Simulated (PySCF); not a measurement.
A TDDFT job was run through a driver script with this input:

```
{"job": {"kind": "uv", "xc": "PBE0", "basis": "def2-SVPD", "dynamic": true, "nstates": 6, "ntriplets": 0, "group": "solv-UBDHUPSAWYBYPU-ARJAWSKDSA-N-uv", "role": "base"}, "charge": 0, "multiplicity": 1}
C      2.902330     0.078369    -1.023934
S      1.190453     0.428513    -1.479661
C      0.360241    -0.339439    -0.149245
C     -0.873740    -0.041026     0.283762
C     -1.537680    -0.847459     1.359901
F     -0.716172    -1.839036     1.820930
C     -1.687715     1.077720    -0.278542
F     -2.234828     1.801639     0.733143
F     -2.723347     0.596963    -1.012434
H      3.524055     0.383992    -1.876063
H      3.207101     0.644634    -0.132889
H      3.043063    -0.998668    -0.852046
H      0.885533    -1.174524     0.326351
H     -1.817096    -0.190705     2.201351
H     -2.464751    -1.302283     0.966467
H     -1.091281     1.755719    -0.912085
```

Output:

```
coarse grid: 14656 points
cycle   1  E = -891.1294661092  dE =  1.074e+00  |g| = 7.148e-01  |ddm| = 6.707e+00
cycle   2  E = -891.0480643483  dE =  8.140e-02  |g| = 1.024e+00  |ddm| = 2.144e+00
cycle   3  E = -891.2192194928  dE = -1.712e-01  |g| = 8.705e-02  |ddm| = 1.192e+00
cycle   4  E = -891.2203480360  dE = -1.129e-03  |g| = 4.883e-02  |ddm| = 2.628e-01
cycle   5  E = -891.2208987811  dE = -5.507e-04  |g| = 1.351e-02  |ddm| = 1.077e-01
cycle   6  E = -891.2209419262  dE = -4.315e-05  |g| = 3.737e-03  |ddm| = 3.768e-02
cycle   7  E = -891.2209453417  dE = -3.416e-06  |g| = 9.322e-04  |ddm| = 1.145e-02
final grid: 140208 points
cycle   8  E = -891.3255645661  dE = -3.917e-05  |g| = 1.059e-02  |ddm| = 1.490e-01
cycle   9  E = -891.3255415431  dE =  2.302e-05  |g| = 1.473e-02  |ddm| = 4.545e-02
cycle  10  E = -891.3255907147  dE = -4.917e-05  |g| = 1.196e-03  |ddm| = 2.534e-02
cycle  11  E = -891.3255909906  dE = -2.759e-07  |g| = 3.471e-04  |ddm| = 1.986e-03
cycle  12  E = -891.3255910156  dE = -2.507e-08  |g| = 1.367e-04  |ddm| = 1.117e-03
cycle  13  E = -891.3255910202  dE = -4.550e-09  |g| = 4.059e-05  |ddm| = 4.141e-04
cycle  14  E = -891.3255910206  dE = -3.974e-10  |g| = 1.163e-05  |ddm| = 1.135e-04
converged SCF energy = -891.3255910206

Static polarisability (au): isotropic 88.269, principal 64.850 78.415 121.541

Singlet excitations
state   eV       nm        f      main configurations
  1   5.1466    240.9   0.22380   H->L 0.92
  2   5.5377    223.9   0.01377   H->L+1 0.86
  3   6.0988    203.3   0.00909   H->L+2 0.75, H->L+3 0.12
  4   6.3180    196.2   0.00825   H->L+3 0.85, H->L+2 0.11
  5   6.7292    184.2   0.00434   H->L+4 0.87
  6   6.9735    177.8   0.02608   H-1->L 0.39, H->L+5 0.29, H-2->L 0.20
```

Level of theory: PySCF 2.14.0, density-fitted response routines, TDDFT PBE0/def2-SVPD, vertical, gas phase, core orbitals frozen in the response. One conformer (not necessarily the lowest) at the PBE0-D3(BJ)/def2-SVP geometry, without solvent, vibrations or thermal averaging.

**Question.** Give the energy of state 2 in hartree, cm⁻¹ and kJ/mol.

**Answer.** 0.20351 hartree, 44665 cm⁻¹, 534.3 kJ/mol.

**Question.** How many basis functions and electrons does this run hold?

**Answer.** 252 basis functions for 80 electrons in 40 doubly occupied orbitals.

**Question.** What transition dipole goes with state 1?

**Answer.** |μ|² = 3f / (2ΔE) = 3 × 0.2238 / (2 × 0.1891) = 1.775 au, so |μ| = 3.39 D.

**Question.** Give the mean polarisability in Å³.

**Answer.** 88.27 au × 0.148185 = 13.08 Å³.

**Question.** What is the polarisability anisotropy, √(½[(α1 − α2)² + (α2 − α3)² + (α3 − α1)²])?

**Answer.** 51.27 au.

**Question.** Which species is it?

**Answer.** `CS/C=C(/CF)C(F)F` (C5H7F3S), point group C1.

The SCF starts on a coarse grid; the energy jumps when the final grid takes over, and dE counts afresh there. H and L stand for HOMO and LUMO.

Shape of the structure used: `[CH3:1][S:2]/[CH:3]=[C:4](/[CH2:5][F:6])[CH:7]([F:8])[F:9]`: C1–S2–C3–C4 157°, C3–C4–C5–F6 2°, C3–C4–C7–F8 -134°.
